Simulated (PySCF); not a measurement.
**Working with the constants of CuCl⁻**

UHF-MP2 constants of CuCl⁻, ²Σ⁺ (doublet), unpaired electrons σ ↑ (Cu def2-TZVPPD, Cl def2-TZVPPD; no relativity (PySCF 2.14); masses 62.9296 and 34.9689 u):

- ωe: 301.8 cm⁻¹
- ωexe: 2.19 cm⁻¹
- Be: 0.16044 cm⁻¹
- αe: 0.00144 cm⁻¹

What force constant and bond length do these constants imply?

Reduced mass μred = 22.478 u; k = 5.8918×10⁻⁷·μred·ωe² (u, cm⁻¹, mdyn/Å) = 1.21 mdyn/Å; Re = √(16.8576/(μred·Be)) (u, cm⁻¹, Å) = 2.162 Å.

Estimate the centrifugal constant D from the Kratzer relation and find the Dunham coefficient a1.

D = 4Be³/ωe² = 1.81e-07 cm⁻¹; a1 = −1 − αeωe/(6Be²) = -3.81.

Correlated steps freeze 10 core orbitals. With d or f electrons several states lie close, and the lowest PBE0 determinant need not be the measured ground state.
